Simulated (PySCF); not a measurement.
Working out the ionisation energy of Te

Te [Kr] 4d10 5s2 5p4 (3P) → Te⁺ [Kr] 4d10 5s2 5p3 (4S). Computed with PySCF 2.14 in x2c-TZVPPall (8s6p4d2f, 60 functions), with scalar relativity by spin-free X2C-1e. Frozen: [Ar] 3d10. Energies in hartree (1 hartree = 27.21139 eV):

| part | Te (lower) | Te⁺ (upper) |
| --- | --- | --- |
| UHF | -6790.854375 | -6790.569544 |
| MP2 opposite-spin | -0.346238 | -0.326907 |
| MP2 same-spin | -0.197599 | -0.192774 |

Question: What does Hartree-Fock give?

Answer: (-6790.569544) − (-6790.854375) = 0.284831 hartree = 7.751 eV.

Question: What do MP2 and SCS-MP2 (6/5 opposite-spin, 1/3 same-spin) give?

Answer: The opposite-spin parts differ by 0.526 eV and the same-spin parts by 0.131 eV. MP2: 7.751 + (0.526) + (0.131) = 8.408 eV. SCS-MP2: 7.751 + 1.2 × (0.526) + (0.131)/3 = 8.426 eV.

Measured between the centres of the two terms (NIST): 8.749 eV, so MP2 (valence and next inner shell) is off by -0.341 eV.

What remains against the reference includes basis incompleteness, the frozen core and correlation beyond second order.
